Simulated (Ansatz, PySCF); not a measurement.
C4H9FSi, SMILES C/C=C(\F)[SiH2]C. Atoms are numbered in the order given.

```xyz
15

C      2.8786     0.4255     0.0344
C      1.5347     0.1783    -0.5863
C      0.4245    -0.1438     0.0833
F      0.4767    -0.2623     1.4418
Si    -1.2954    -0.4579    -0.6191
C     -2.5251     0.6944     0.2049
H      3.2367     1.4419    -0.1988
H      2.8342     0.3119     1.1260
H      3.6278    -0.2799    -0.3616
H      1.4398     0.2639    -1.6743
H     -1.6736    -1.8787    -0.3600
H     -1.2167    -0.2351    -2.0927
H     -2.2926     1.7450    -0.0295
H     -3.5561     0.4846    -0.1205
H     -2.4754     0.5689     1.2982
```

Coordinates come from a ωB97X-D3(BJ)/def2-SVP optimisation. The structure was generated by enumeration; whether it is a known compound was not checked. One conformer was computed; it need not be the lowest.

Two levels are set side by side: PBE-D3(BJ)/def2-SVP (Ansatz, a quantum-chemistry and plane-wave program) and ωB97X-D3(BJ)/def2-SVP (PySCF). Each level has its own optimised geometry; the coordinates shown are those of the second. Frequencies come from the Hessian of PySCF at each geometry. Differences are taken from unrounded values.

| quantity | ωB97X-D3(BJ) | PBE-D3(BJ) | PBE-D3(BJ) minus ωB97X-D3(BJ) |
|---|---|---|---|
| mean bond length (Å) | 1.332 | 1.340 | 0.008 |
| bond C1–C2 (Å) | 1.501 | 1.497 | -0.003 |
| bond C2–C3 (Å) | 1.336 | 1.350 | 0.014 |
| bond C3–F4 (Å) | 1.365 | 1.372 | 0.007 |
| bond C3–Si5 (Å) | 1.884 | 1.890 | 0.006 |
| bond Si5–C6 (Å) | 1.876 | 1.887 | 0.011 |
| bond C1–H7 (Å) | 1.103 | 1.111 | 0.009 |
| bond C1–H8 (Å) | 1.098 | 1.106 | 0.008 |
| bond C1–H9 (Å) | 1.103 | 1.111 | 0.009 |
| bond C2–H10 (Å) | 1.095 | 1.103 | 0.007 |
| bond Si5–H11 (Å) | 1.493 | 1.507 | 0.014 |
| bond Si5–H12 (Å) | 1.492 | 1.505 | 0.013 |
| bond C6–H13 (Å) | 1.101 | 1.108 | 0.007 |
| bond C6–H14 (Å) | 1.101 | 1.108 | 0.007 |
| bond C6–H15 (Å) | 1.102 | 1.109 | 0.007 |
| highest harmonic wavenumber (cm⁻¹) | 3209 | 3108 | -101 |
| mean harmonic wavenumber (cm⁻¹) | 1324 | 1271 | -53 |
| zero-point energy (kcal/mol) | 73.83 | 70.89 | -2.95 |

GGA bonds tend to be longer and softer than those of functionals with exact exchange. Differences between two approximate levels are no errors against the true value.
